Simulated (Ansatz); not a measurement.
Isolated molecules relaxed with PBE0-D4/def2-TZVP in Ansatz; ΔE leaves out vibrations. CBS: MP2 limit from def2 TZ/QZ plus the TZ coupled-cluster correction, frozen cores. This one scheme is used for every species. Functionals use def2-TZVPP. def2 core potentials past Kr. For In outer-core shells are correlated without core-valence functions, which leaves a few kJ/mol of doubt a bond.

`C[CH2][InH2]` + H₂ → `[InH3]` + ethane  (hydrogenolysis of the In–C bond)

```
    level  ΔE (kcal/mol)
   B97M-V          -16.7
CAM-B3LYP          -15.9
```

(1) What does CCSD(T)/CBS give? (An estimate is asked.)

Largest T1 diagnostic among the species: 0.014.

## Answers

(1) The calculation gave: -10.9 kcal/mol. The listed levels differ from it by -5.8, -5.0 kcal/mol.

Leaving LDA and LC-ωPBE aside and taking each functional with its dispersion term where it has one, the values, not all of them listed here, spread over 5.6 kcal/mol, from B97M-V to revPBE-D4. From PBE to PBE0 (25 % exact exchange), in def2-TZVPP and without D4, ΔE moves by −1.4 kcal/mol. The D4 term adds +2.0 kcal/mol with B3LYP and +1.1 kcal/mol with PBE0; it sums over pairs of atoms, weighted by their polarisabilities, and B3LYP, whose exchange is more repulsive, gets the larger term.

B3LYP here is the variant with VWN-RPA as its local correlation; programs differ in this.
